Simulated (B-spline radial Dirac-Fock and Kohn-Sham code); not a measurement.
Satellites and hypersatellites of the K lines of Cr³⁺

System: the Cr³⁺ ion, configuration [Ar] 3d3.

The run's input, task.json:

```json
{"items": [{
  "Z": 24,
  "q": 3,
  "cfg": [[1, 0, 2], [2, 0, 2], [2, 1, 6], [3, 0, 2], [3, 1, 6], [3, 2, 3]],
  "A": 52,
  "rrms": 3.6452,
  "do": ["binding", "quiet", "double"]
}]}
```

Command: `python xray_run.py task.json out`

Calculated with a B-spline atomic structure program, using ΔSCF Dirac-Fock with Breit, self-energy and vacuum polarisation, finite nucleus, configuration average. Each two-hole energy is an average over J within one jj subconfiguration, not an observable level; in light atoms, where LS coupling holds, the j-resolved values are not observed lines, and for a K spectator the Kα1 hypersatellite is nearly forbidden. The model has no electron correlation.

Lines without a spectator: Kα2 (K-L2) 5404.2 eV, Kα1 (K-L3) 5412.6 eV, Kβ3 (K-M2) 5946.8 eV, Kβ1 (K-M3) 5947.9 eV. Shifts in eV with one spectator hole (a dash: not computed, or left out as unreliable):

```csv
spectator hole,Kα2,Kα1,Kβ3,Kβ1
L2 (2p1/2),+22.16,+27.20,–,+64.7
L3 (2p3/2),+25.62,+24.44,+63.0,–
M2 (3p1/2),–,+1.92,+5.77,+7.22
M3 (3p3/2),+1.77,–,+6.94,+6.55
```

Q: Where does the K-L3 hypersatellite lie, emitted when both K electrons are missing?

A: +251.3 eV from the normal line, at 5663.8 eV. Removing both K electrons costs 12423.5 eV, which is 340.6 eV more than twice the K binding energy. In light atoms the observed hypersatellite is the ¹S₀ → ¹P₁ component, which lies below this average, and the triplet component is nearly forbidden.

With n spectator holes in 2p, averaged over the 2p shell (energies in eV):

```tsv
n	KαLⁿ	step	hypersatellite KαʰLⁿ
0	5409.8	–	5660.5
1	5435.1	+25.3	5687.1
2	5461.7	+26.5	5714.9
3	5489.4	+27.8	5744.0
4	5518.4	+29.0	5774.3
5	5548.7	+30.3	5805.8
```
